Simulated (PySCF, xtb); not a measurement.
Ge(Br)(OMe) (CH3BrGeO), SMILES C[O][Ge][Br] (connectivity only; charge and spin as stated), neutral, multiplicity 1. Other conformers were not sampled.

Harmonic wavenumbers (cm⁻¹) from xtb with GFN2-xTB at its own minimum, in rising order: 75, 97, 175, 235, 273, 446, 1071, 1122, 1130, 1407, 1467, 1472, 2948, 2968, 2973.

**Question.** What does PBE-D3(BJ)/def2-SVP (PySCF) give at its own minimum? (An estimate is asked for; the answer gives what the named calculation found.)

**Answer.** 85, 132, 166, 251, 304, 564, 1080, 1123, 1135, 1401, 1412, 1416, 2936, 3030, 3030. Paired by order, the mean absolute difference is 32 cm⁻¹ and the zero-point energies are 25.5 and 25.8 kcal/mol.
